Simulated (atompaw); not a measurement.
## u(r) = r·R(r): atom against pseudo-atom (Ta)

Columns: radius, all-electron u(r) and pseudo u(r) of the 5s shell (level -80.49 eV) of tantalum in the configuration [Kr] 4d10 4f14 5s2 5p6 5d3 6s1 6p0; LDA (PW92), scalar-relativistic, PAW (atompaw) scheme, atompaw 4.2.0.5.

```csv
r (bohr),all-electron,pseudo
0.098,0.1023,0.2607
0.196,0.2570,0.5084
0.294,-0.4301,0.7312
0.392,-0.5923,0.9195
0.490,-0.2589,1.0670
0.588,0.2236,1.1705
0.687,0.6481,1.2306
0.785,0.9338,1.2494
0.883,1.0861,1.2330
0.981,1.1328,1.1875
1.079,1.1058,1.1194
1.177,1.0329,1.0341
1.275,0.9351,0.9351
1.373,0.8275,0.8275
1.471,0.7197,0.7197
1.569,0.6177,0.6177
1.667,0.5244,0.5244
1.765,0.4414,0.4414
1.863,0.3690,0.3690
1.962,0.3060,0.3060
2.060,0.2531,0.2531
2.158,0.2084,0.2084
2.256,0.1711,0.1711
2.354,0.1400,0.1400
2.452,0.1143,0.1143
2.550,0.0930,0.0930
```

(1) How many radial nodes do the two functions have?

(2) At about which radius was the pseudo-wave matched?

(3) Is the pseudo-wave norm-conserving?

## Answers

(1) The all-electron 5s function has n − l − 1 = 4 (the table is too coarse to show those close to the nucleus); the pseudo-wave has 0, since the states of the same l below it are removed with the core.

(2) 1.25 bohr, where the columns begin to agree (steps of 0.10 bohr).

(3) No, it belongs to a PAW set: the norm inside the radius is not constrained, and the difference is carried by the augmentation charge.
